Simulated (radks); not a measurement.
Problem. Species: Sm I. Configuration: [Xe] 4f6 6s1 6p1 (not the ground configuration). All-electron calculation, Dirac Kohn-Sham, PBEsol, spin-unpolarised, spherical densities, finite nucleus; open shells fill j = l - 1/2 first; Fermi nuclear charge, rms radius 5.0819 fm. Program: a radial shooting solver on a logarithmic mesh with Libxc functionals. Some entries of the table are withheld. Estimate them.

orbital  occ.  eigenvalue (hartree)  <1/r> (bohr^-1)
1s1/2       2             -1712.771              (1)
2s1/2       2             -279.7895            16.35
2p1/2       2             -265.2514            16.33
2p3/2       4             -243.1118            14.56
3s1/2       2             -61.30886            5.941
3p1/2       2             -55.04514            5.857
3p3/2       4             -50.56315            5.410
3d3/2       4                   (2)            5.285
3d5/2       6                   (3)            5.173
4s1/2       2             -12.19808            2.476
4p1/2       2              -9.79683            2.371
4p3/2       4              -8.81138            2.219
4d3/2       4              -4.85765              (4)
4d5/2       6              -4.68172              (5)
5s1/2       2              -1.62879           0.9433
5p1/2       2              -0.98621           0.8266
5p3/2       4              -0.85593           0.7724
6s1/2       1              -0.15479              (6)
4f5/2       6              -0.13736            1.363
4f7/2       0              -0.11760            1.343
5d3/2       0              -0.09741           0.4357
5d5/2       0              -0.09012           0.4209
6p1/2       1              -0.06827              (7)
6p3/2       0              -0.06072              (8)

Solution. 
(1) 1s1/2 <1/r> (bohr^-1): 68.79
(2) 3d3/2 eigenvalue (hartree): -39.68296
(3) 3d5/2 eigenvalue (hartree): -38.70910
(4) 4d3/2 <1/r> (bohr^-1): 1.999
(5) 4d5/2 <1/r> (bohr^-1): 1.961
(6) 6s1/2 <1/r> (bohr^-1): 0.2961
(7) 6p1/2 <1/r> (bohr^-1): 0.2223
(8) 6p3/2 <1/r> (bohr^-1): 0.2104
